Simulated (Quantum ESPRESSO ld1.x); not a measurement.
Values are calculated unless marked as measured or tabulated.
Question: All-electron atom: the scandium ion Sc2+ in [Ne] 3s2 3p5 3d1 4p1 (not the ground configuration). Code: ld1.x of Quantum ESPRESSO 7.5. Model: scalar-relativistic Kohn-Sham, LDA (Slater exchange, Perdew-Wang correlation), spin-polarised, spherical densities, point nucleus; open shells are filled with parallel spins first. Some entries of the table are withheld. Estimate them.

| orbital | occ. | eigenvalue (hartree) | <r> (bohr) | <r^2> (bohr^2) |
|---|---|---|---|---|
| 1s up | 1 | -162.177 | 0.07320 | 0.007205 |
| 1s down | 1 | -162.161 | 0.07319 | 0.007204 |
| 2s up | 1 | -18.3632 | 0.3445 | 0.1405 |
| 2s down | 1 | -18.3350 | 0.3442 | 0.1402 |
| 2p up | 3 | -15.2486 | 0.3080 | 0.1172 |
| 2p down | 3 | -15.2194 | 0.3077 | 0.1170 |
| 3s up | 1 | -2.92665 | 1.055 | 1.280 |
| 3s down | 1 | -2.83551 | 1.058 | 1.288 |
| 3p up | 3 | -2.13319 | 1.127 | 1.487 |
| 3p down | 2 | -2.04455 | 1.132 | 1.502 |
| 3d up | 1 | -0.95303 | 1.372 | 2.337 |
| 3d down | 0 | -0.87160 | 1.391 | 2.412 |
| 4s up | 0 | (1) | 2.860 | 9.212 |
| 4s down | 0 | (2) | 2.911 | 9.576 |
| 4p up | 1 | -0.55075 | 3.279 | 12.14 |
| 4p down | 0 | -0.49624 | 3.391 | 13.04 |
| 4d up | 0 | -0.31956 | 4.385 | 21.95 |
| 4d down | 0 | -0.28316 | 4.744 | 25.68 |

Answer: 
(1) 4s up eigenvalue (hartree): -0.72264
(2) 4s down eigenvalue (hartree): -0.66251
